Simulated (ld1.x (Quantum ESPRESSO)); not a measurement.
**N (Z = 7): RRKJ pseudisation with LDA (PZ), scalar-relativistic reference atom.**

nitrogen (N), norm-conserving RRKJ (Kleinman–Bylander form), made with ld1.x (Quantum ESPRESSO) 7.5 (LDA (PZ), scalar-relativistic). Core [He], reference 2s2 2p3. Waves: 2p (bound): rc 2.10 bohr; 2s (bound): rc 0.65 bohr. Local part: the s channel. Core correction: none.

All-electron outer shells of the reference configuration (LDA (PZ), scalar-relativistic, ld1.x):

```json
{"shell": "1s", "level (eV)": "-381.53", "outermost node (bohr)": "–", "outermost maximum (bohr)": "0.15"}
{"shell": "2s", "level (eV)": "-18.42", "outermost node (bohr)": "0.32", "outermost maximum (bohr)": "1.02"}
{"shell": "2p", "level (eV)": "-7.24", "outermost node (bohr)": "–", "outermost maximum (bohr)": "0.97"}
```

Problem. Does the generator finish with these settings?

Solution. Yes, a potential is produced and its reference levels are reproduced.

Problem. Estimate the cutoffs (Ry, on a coarse ladder) from which the occupation-weighted sum of valence levels, in a spherical-Bessel basis at the reference potential, stays within 10 and 1 mRy of its value at 400 Ry.

Solution. 180 Ry and over 300 Ry.

Problem. What does a ghost test show?

Solution. No extra level below or beside the all-electron valence levels (p, s, d, f tested).

Problem. Which valence shell sets the plane-wave cutoff?

Solution. 2s: its level needs over 300 Ry to come within 1 mRy, against 30 Ry for 2p.

Problem. Tests: 2s2 2p2; 2s2 2p1; 2s2 2p0; 2s1 2p3; 2s2 2p2.5; 2s2 2p3.3; 2s1 2p4. Which has the largest error in its energy relative to the reference configuration, and how large is it?

Solution. 2s2 2p0, with +2703 meV (all-electron minus pseudo) on +89.87 eV.
